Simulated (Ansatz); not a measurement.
Ti, singlet; BLYP/STO-3G (Ansatz, a first-principles code).

Input for Ansatz:
Ansatz 0.2 input:
```yaml
crystal:
  periodic: [false, false, false]
  atoms:
    - {symbol: Ti, position_ang: [0.00000000, 0.00000000, 0.00000000]}
basis:
  gaussian:
    orbitals: STO-3G
hamiltonian:
  xc: blyp
```

It wrote (shortened):

```
Functional definition: BLYP
121 factors; integrals over basis functions are off by at most 5.6e-5 eV
mean field evaluation 1: about -22866.6504 eV, gradient 2.9e0 eV
mean field evaluation 2: about -22866.4096 eV, gradient 7.6e0 eV
mean field evaluation 4: about -22866.4104 eV, gradient 7.6e0 eV
mean field evaluation 8: about -22866.7985 eV, gradient 3.8e-2 eV
mean field evaluation 16: about -22866.8149 eV, gradient 1.1e-5 eV
mean field evaluation 32: about -22862.3879 eV, gradient 8.3e0 eV
mean field evaluation 64: about -22866.4347 eV, gradient 7.7e0 eV
mean field evaluation 96: about -22866.7277 eV, gradient 7.4e-1 eV
mean field evaluation 128: about -22866.8149 eV, gradient 1.7e-5 eV
mean field evaluation 160: about -22866.8149 eV, gradient 3.1e-2 eV
mean field -22866.81491878 eV, -840.3399485812 hartree, gradient 4.0e-5 eV, S^2 0.000000; 14 other end points of the search recorded, 0 dependent functions left out
reference -22866.81509864 eV, -840.3399551912 hartree; 11, 11 occupied and 7, 7 virtual orbitals, 121 factors
Total energy: -22866.81509864 eV, -840.3399551912 hartree
```
